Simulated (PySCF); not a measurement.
Geometry:
| atom | x (Å) | y (Å) | z (Å) |
| --- | --- | --- | --- |
| C1 | -2.807 | 0.063 | 0.730 |
| C2 | -2.233 | -1.123 | -0.034 |
| N3 | -0.802 | -1.100 | -0.209 |
| C4 | -0.168 | -0.129 | -1.093 |
| C5 | 1.263 | -0.037 | -0.555 |
| O6 | 1.636 | 1.313 | -0.450 |
| C7 | 2.986 | 1.514 | -0.165 |
| C8 | 1.100 | -0.768 | 0.760 |
| N9 | -0.059 | -1.298 | 0.898 |
| H10 | -3.896 | -0.039 | 0.845 |
| H11 | -2.358 | 0.121 | 1.733 |
| H12 | -2.614 | 1.016 | 0.214 |
| H13 | -2.474 | -2.061 | 0.489 |
| H14 | -2.686 | -1.194 | -1.037 |
| H15 | -0.226 | -0.448 | -2.144 |
| H16 | -0.619 | 0.877 | -1.002 |
| H17 | 1.990 | -0.564 | -1.210 |
| H18 | 3.642 | 1.040 | -0.923 |
| H19 | 3.276 | 1.121 | 0.828 |
| H20 | 3.170 | 2.597 | -0.172 |
| H21 | 1.867 | -0.900 | 1.525 |

Geometry: PBE0-D3(BJ)/def2-SVP; GIAO shifts from PySCF 2.14.0 with density-fitted response routines, gas phase, non-relativistic, averaged over equivalent atoms.

At PBE0/pcSseg-1 (213 basis functions, 64 s wall time on 1 thread of an Arm Neoverse N1, shared host):
| atoms | δ (ppm) |
| --- | --- |
| C8 | 134.6 |
| C5 | 87.3 |
| C7 | 56.7 |
| C4 | 54.4 |
| C2 | 46.6 |
| C1 | 9.5 |
| N9 | 406.3 |
| N3 | 149.0 |
| O6 | 46.5 |
| H21 | 6.59 |
| H17 | 4.45 |
| H13 | 3.60 |
| H18/H19/H20 | 3.36 |
| H15 | 3.28 |
| H16 | 2.93 |
| H14 | 2.80 |
| H10/H11/H12 | 0.89 |

Referencing at the same level of theory: $^{13}$C (σref 184.41) and $^{1}$H (σref 31.27) vs TMS; $^{15}$N (σref 265.67) vs NH3; $^{17}$O (σref 334.56) against H2O.

**Question.** Estimate the result of repeating the calculation with HF/pcSseg-1.

**Answer.** 
```
      atoms  δ at HF/pcSseg-1  change
         C8             143.8    +9.2
         C5              75.0   -12.3
         C7              51.6    -5.1
         C4              49.5    -4.9
         C2              41.7    -4.9
         C1              10.0    +0.5
         N9             433.6   +27.3
         N3             115.9   -33.1
         O6              13.9   -32.6
        H21              6.92   +0.33
        H17              3.88   -0.57
        H13              3.39   -0.21
H18/H19/H20              3.17   -0.19
        H15              3.16   -0.12
        H16              2.68   -0.25
        H14              2.54   -0.26
H10/H11/H12              0.91   +0.02
```

References, each an isolated molecule treated in the same way: $^{13}$C (σref 190.85) and $^{1}$H (σref 31.69) against TMS; $^{15}$N (σref 265.72) against NH3; $^{17}$O (σref 333.31) against H2O.

The largest change is at N3 (nitrogen bonded to O or N). Cost: 213 basis functions, 33 s wall time on 1 thread of an Arm Neoverse N1, shared host. The order of the carbon signals is the same at both levels.

Experimental scales use liquid or dissolved standards, which lie at an offset from isolated NH3 (liquid NH3: subtract about 20 ppm) and H2O (liquid H2O: subtract about 36 ppm). Unscaled 15N shifts of sp2 nitrogen come out 20 to 40 ppm too high even then.
